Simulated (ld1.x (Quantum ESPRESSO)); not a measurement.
## What the settings do to the TM potential of Ta

Base potential:

ld1.x (Quantum ESPRESSO) 7.5 input, shortened:

```
&input
   title='Ta', zed=73., rel=1, dft='PBE', iswitch=3,
   config='[Xe] 4f14 5d3 6s1.75 6p0.25'
 /
 &inputp
   pseudotype=2, tm=.true., lloc=0,
   nlcc=.true.
 /
3
5P  2  1   6.00   0.00  1.25  1.25  0.0
5D  3  2   3.00   0.00  2.10  2.10  0.0
5S  1  0   2.00   0.00  1.00  1.00  0.0
 &test
   configts(1)='5s2 5p6 5d3 6s1.75 6p0.25'
 /
```

Occupied shells without a wave of their own: 6p, 6s. They enter only through the test configuration that unscreens the potential, and ld1.x also counts them in the model core charge.

Cutoffs, loose and tight: the cutoffs (Ry, on a coarse ladder) from which the occupation-weighted sum of valence levels, in a spherical-Bessel basis at the reference potential, stays within 10 and 1 mRy of its value at 400 Ry. They do not see the model core or the augmentation charge, which bear on the density cutoff. Test errors are all-electron minus pseudo excitation energies from the reference, over the configurations 5s2 5p6 5d3 6s2 6p0; 5s2 5p6 5d3 6s1 6p0; 5s2 5p6 5d3 6s0 6p0; 5s2 5p6 5d3 6s1 6p1; 5s2 5p6 5d4 6s1 6p0; 5s2 5p5 5d3 6s2 6p0; 5s2 5p6 5d3 6s0 6p2. A dash means not determined; rows that change the core or the reference have their own tests. The largest error is taken over the tests solved by every variant that gives reliable tests at all: 5s2 5p6 5d3 6s0 6p0; 5s2 5p6 5d3 6s0 6p2; 5s2 5p6 5d3 6s1 6p0; 5s2 5p6 5d3 6s1 6p1; 5s2 5p6 5d3 6s2 6p0; 5s2 5p6 5d4 6s1 6p0.

With those shells counted twice in exchange and correlation these files are broken, and their errors move erratically; no question is asked of them.

The default core radius of the base comes out at 0.88 bohr.

```csv
change,outcome,"cutoff, loose","cutoff, tight",bound ghosts,largest test error (meV)
base,generated,110 Ry,200 Ry,none,-674
wave 5d (bound): rc 2.10 bohr becomes 5d (bound): rc 3.24 bohr,generated,110 Ry,200 Ry,none,-678
functional LDA (PZ),generated,110 Ry,200 Ry,none,-685
local potential all-electron potential smoothed inside 1.25 bohr (lloc = -1),"generated, misses its reference levels by 0.89 eV",120 Ry,200 Ry,none,-3442
reference 5s2 5p6 5d3 6s1.5 6p0,generated,110 Ry,200 Ry,none,-421
"all radii but the core radius scaled by about 1.07 (s 1.06, p 1.34, d 2.24 bohr)",generated,110 Ry,200 Ry,none,-657
core correction none,generated,110 Ry,200 Ry,none,-190
wave 5s (bound): rc 1.00 bohr becomes 5s (bound): rc 0.94 bohr,generated,180 Ry,300 Ry,none,-753
"type ultrasoft; waves now 5s (bound): rc 1.00 bohr; 6s (bound): rc 1.00 bohr; 5p (bound): rc 1.25 bohr; 6p (bound): rc 1.25 bohr; 5d (bound): rcut 1.85, rcutus 2.10 bohr; 5d channel at 1.25 Ry: rcut 1.85, rcutus 2.10 bohr; local potential all-electron potential smoothed inside 1.75 bohr (lloc = -1); augmentation built from norm-conserving waves at rcut, not smoothed further",generated,110 Ry,200 Ry,none,-10
"core [Xe] 4f14, valence charge 5; reference 5d3 6s2 6p0; waves now 6p (bound): rc 3.85 bohr; 5d (bound): rc 2.50 bohr; 6s (bound): rc 2.60 bohr; core correction Bessel-smoothed model core inside 2.55 bohr",generated,25 Ry,30 Ry,none,-184
wave 5p (bound): rc 1.25 bohr becomes 5p (bound): rc 1.82 bohr,generated,100 Ry,200 Ry,none,-687
wave 5d (bound): rc 2.10 bohr becomes 5d (bound): rc 1.82 bohr,generated,110 Ry,200 Ry,none,-674
functional BLYP,generated,110 Ry,200 Ry,none,-528
```
